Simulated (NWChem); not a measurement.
# C2H5BFNO; SMILES B(F)(/N=C/C)O

```xyz
11

C     -0.0358     2.7466    -0.2928
C      0.0168     1.3714     0.3112
N     -0.0574     0.3113    -0.3701
B     -0.0087    -1.0737    -0.0623
O      1.1840    -1.7258     0.0590
F     -1.1558    -1.7795     0.0080
H     -0.8764     3.3146     0.1278
H      0.8768     3.3043    -0.0433
H     -0.1421     2.6861    -1.3784
H      0.1253     1.3557     1.4100
H      1.0475    -2.6805     0.1503
```
Atoms are numbered in this order, from 1.

Level: B3LYP/6-31G* (spherical d) (NWChem), optimised geometry, unscaled harmonic frequencies. 

| frequency (cm⁻¹) | IR intensity (km/mol) |
|---|---|
| 87 | 7.2 |
| 126 | 8.1 |
| 155 | 0.6 |
| 184 | 1.0 |
| 365 | 21.9 |
| 484 | 1.9 |
| 504 | 35.5 |
| 542 | 78.4 |
| 668 | 68.6 |
| 788 | 39.7 |
| 864 | 7.8 |
| 959 | 64.1 |
| 1030 | 111.0 |
| 1116 | 0.1 |
| 1146 | 18.3 |
| 1353 | 275.0 |
| 1399 | 361.4 |
| 1420 | 38.7 |
| 1475 | 44.9 |
| 1505 | 10.3 |
| 1509 | 73.5 |
| 1855 | 442.4 |
| 2988 | 75.1 |
| 3042 | 10.2 |
| 3093 | 13.7 |
| 3159 | 12.4 |
| 3776 | 57.6 |

```yaml
zero_point_energy: 50.9 kcal/mol
thermal correction to the enthalpy at 298.15 K (with zero-point energy): 55.8 kcal/mol
heat capacity Cv: 22.8 cal/(mol K)
entropy at 298.15 K and 1 atm (symmetry number 1): 82.1 cal/(mol K)
dipole_moment: 1.41 D
```

Rigid rotor and harmonic oscillator; modes under 100 cm⁻¹ make the entropy uncertain.
